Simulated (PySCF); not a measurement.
C₂H₄BFO₂, SMILES B(O)(F)C(C)=O. Atoms are numbered in the order given.

```xyz
10

C     -0.8225     1.8283     0.0000
C      0.2354     0.7581     0.0000
O      1.4315     1.0155     0.0000
B     -0.1415    -0.8158     0.0000
O      0.8739    -1.6854     0.0000
F     -1.4000    -1.2384     0.0000
H     -1.4753     1.7055     0.8814
H     -1.4753     1.7055    -0.8814
H     -0.3676     2.8283     0.0000
H      1.7048    -1.1743     0.0000
```
Charge 0, spin multiplicity 1.

Geometry optimised at B3LYP-D3(BJ)/def2-SVP. The structure was generated by enumeration, and PubChem lists no compound with its InChIKey, so it may never have been made. One conformer was computed; it need not be the lowest.

All values below come from r2SCAN/def2-TZVP (PySCF).

ESP charges are fitted to the potential on shells at 1.4 to 2.0 van der Waals radii. Atomic charges (e):

```json
[
 {"atom": "C1", "ESP fit": "-0.58", "IAO": "-0.48", "Löwdin": "-0.26"},
 {"atom": "C2", "ESP fit": "…", "IAO": "0.24", "Löwdin": "-0.28"},
 {"atom": "O3", "ESP fit": "-0.48", "IAO": "-0.40", "Löwdin": "0.14"},
 {"atom": "B4", "ESP fit": "…", "IAO": "0.58", "Löwdin": "-0.84"},
 {"atom": "O5", "ESP fit": "-0.53", "IAO": "-0.53", "Löwdin": "0.24"},
 {"atom": "F6", "ESP fit": "-0.25", "IAO": "-0.32", "Löwdin": "0.34"},
 {"atom": "H7", "ESP fit": "…", "IAO": "0.17", "Löwdin": "0.15"},
 {"atom": "H8", "ESP fit": "…", "IAO": "0.17", "Löwdin": "0.15"},
 {"atom": "H9", "ESP fit": "…", "IAO": "0.17", "Löwdin": "0.13"},
 {"atom": "H10", "ESP fit": "…", "IAO": "0.39", "Löwdin": "0.23"}
]
```

Problem. What belongs in the gaps? (An estimate is asked for; the answer gives what the named calculation found.)

Solution. 
- C2, ESP fit: 0.49
- B4, ESP fit: 0.47
- H7, ESP fit: 0.16
- H8, ESP fit: 0.16
- H9, ESP fit: 0.19
- H10, ESP fit: 0.37

Problem. Give the Mayer and Wiberg (Löwdin basis) orders of the bonds. (An estimate is asked for; the answer gives what the named calculation found.)

Solution. 
```json
[
 {"bond": "C1–C2", "Mayer": "0.94", "Wiberg": "1.29"},
 {"bond": "C2–O3", "Mayer": "1.90", "Wiberg": "2.57"},
 {"bond": "C2–B4", "Mayer": "0.96", "Wiberg": "1.03"},
 {"bond": "B4–O5", "Mayer": "1.41", "Wiberg": "2.08"},
 {"bond": "B4–F6", "Mayer": "1.15", "Wiberg": "2.07"},
 {"bond": "C1–H7", "Mayer": "0.94", "Wiberg": "0.87"},
 {"bond": "C1–H8", "Mayer": "0.94", "Wiberg": "0.87"},
 {"bond": "C1–H9", "Mayer": "0.96", "Wiberg": "0.89"},
 {"bond": "O5–H10", "Mayer": "0.83", "Wiberg": "0.89"}
]
```
